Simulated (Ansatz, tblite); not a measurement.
Removing and adding an electron: Si₂₄H₃₀, a nanocrystal cut from hexagonal silicon. Charge 0, multiplicity 1. Geometry: PBE-D4/def2-SVP. Ansatz, gas phase; energy differences of separate SCF runs; the oxidised species was run as a doublet alone; the reduced species was run as a doublet alone.

Cartesian coordinates in Å:
```
Si -0.508 -4.005 1.783
Si -2.717 -4.150 0.937
Si 2.680 -1.835 2.033
Si 4.210 -1.595 0.259
Si 0.480 -1.960 1.178
Si 0.489 -1.789 -1.166
Si -3.246 -2.193 -0.258
Si -1.715 -1.925 -2.024
Si 3.699 0.371 -0.930
Si 1.496 0.243 -1.778
Si 1.522 0.402 -4.123
Si -2.223 0.027 -3.236
Si -0.678 0.270 -4.995
Si 2.868 0.012 3.480
Si -0.836 -0.203 2.016
Si -3.045 -0.333 1.168
Si 2.361 1.975 2.283
Si 3.891 2.223 0.511
Si 0.161 1.842 1.429
Si 0.172 1.983 -0.917
Si -3.568 1.638 -0.006
Si -2.033 1.861 -1.775
Si -1.147 3.598 2.285
Si -3.359 3.483 1.442
H 0.325 -5.139 1.237
H -0.526 -4.123 3.287
H -2.835 -5.350 0.030
H -3.687 -4.330 2.079
H 2.978 -3.108 2.792
H 4.118 -2.788 -0.660
H 5.617 -1.519 0.800
H 1.300 -2.930 -1.737
H -4.651 -2.253 -0.812
H -1.790 -3.122 -2.943
H 4.656 0.528 -2.089
H 2.365 -0.714 -4.688
H 2.154 1.712 -4.525
H -3.638 -0.057 -3.758
H -0.782 -0.909 -5.932
H -0.989 1.521 -5.780
H 4.270 0.093 4.032
H 1.910 -0.144 4.635
H -0.891 -0.307 3.523
H -3.989 -0.489 2.338
H 2.452 3.170 3.204
H 5.297 2.309 1.054
H 3.596 3.494 -0.246
H 0.776 3.307 -1.325
H -4.969 1.537 -0.563
H -2.316 3.140 -2.530
H -1.168 3.514 3.792
H -0.521 4.916 1.902
H -4.332 3.346 2.587
H -3.685 4.755 0.699
```

The xTB rows come from tblite. Single mean-field runs in def2-SVP are fitted with def2-universal-jkfit.

**Question.** Estimate orbital energies and vertical ionisation energies and electron affinities at: GFN1-xTB; GFN2-xTB; PBE-D4/def2-SVP; PBE0-D4/def2-SVP.

**Answer.** 
```json
{"level": "GFN1-xTB", "−HOMO (eV)": "11.19", "vertical IE (eV)": "12.32", "−LUMO (eV)": "8.69", "vertical EA (eV)": "7.41", "HOMO–LUMO gap (eV)": "2.50", "IE − EA (eV)": "4.91", "remarks": "–"}
{"level": "GFN2-xTB", "−HOMO (eV)": "8.71", "vertical IE (eV)": "9.99", "−LUMO (eV)": "5.99", "vertical EA (eV)": "4.68", "HOMO–LUMO gap (eV)": "2.71", "IE − EA (eV)": "5.31", "remarks": "–"}
{"level": "PBE-D4/def2-SVP", "−HOMO (eV)": "6.03", "vertical IE (eV)": "–", "−LUMO (eV)": "2.28", "vertical EA (eV)": "1.04", "HOMO–LUMO gap (eV)": "3.75", "IE − EA (eV)": "–", "remarks": "HOMO above zero (-1 doublet)"}
{"level": "PBE0-D4/def2-SVP", "−HOMO (eV)": "6.99", "vertical IE (eV)": "8.02", "−LUMO (eV)": "1.64", "vertical EA (eV)": "0.82", "HOMO–LUMO gap (eV)": "5.35", "IE − EA (eV)": "7.20", "remarks": "HOMO above zero (-1 doublet)"}
```

Run but left out: PBE-D4/def2-SVP (charge +1 doublet: an occupied level 0.05 eV above an empty one).   A HOMO above zero means that the electron is unbound at that level or that self-interaction error raises the level; the energy of removing that electron tells which. Raw xTB energy differences between charge states are shifted by several eV; the methods need an empirical correction for them. Sets without diffuse functions give affinities that are too small.
